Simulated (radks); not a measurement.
Polarisability of the selenium ion Se5+, [Ar] 3d10 4s1, at imaginary frequency. Method: non-relativistic Kohn-Sham, exchange-only LDA, spin-unpolarised, spherical densities, point nucleus; computed with a radial shooting solver on a logarithmic mesh with Libxc functionals. Response by self-consistent Sternheimer equations with the Hartree and adiabatic exchange-only LDA kernel.

w (hartree)  alpha1(iw) (bohr^3)  alpha2(iw) (bohr^5)
0.00266                    2.915                3.734
0.0143                     2.913                3.734
0.0360                     2.905                3.732
0.0697                     2.876                3.724
0.118                      2.807                3.704
0.186                      2.663                3.659
0.280                      2.407                3.569
0.413                      2.024                3.393
0.605                      1.556                3.077
0.892                      1.104                2.566
1.35                      0.7475                1.872
2.12                      0.4978                1.145
3.59                      0.3152               0.5788
6.94                      0.1625               0.2329
17.5                     0.04683              0.05547

Static values: alpha1 = 2.915 bohr^3 (0.4320 angstrom^3; uncoupled 4.014), alpha2 = 3.734 bohr^5, alpha3 = 10.27 bohr^7. C6 = 4.802, C8 = 40.71, triple-dipole C9 = 9.207 atomic units. One-pole (London) frequency 4 C6 / (3 alpha1^2) = 0.753 hartree, against 2.697 for minus the highest occupied eigenvalue. The dipole shielding factor is 0.853, as the force sum rule N/Z = 0.853 demands.
